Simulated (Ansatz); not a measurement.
Q: Name a neutral molecule of B, C, Te and H with zero-point energy (PBE0-D4/def2-TZVP) between 171 and 187 kJ/mol and HOMO–LUMO gap (PBE/def2-TZVPP) between 2.90 and 3.20 eV (Ansatz, PBE0-D4/def2-TZVP geometry).

A: `CC1B[Te]1` (173.6 kJ/mol, 3.15 eV). Other molecules can fit too; these were computed, each in one conformer that needn't be the lowest.
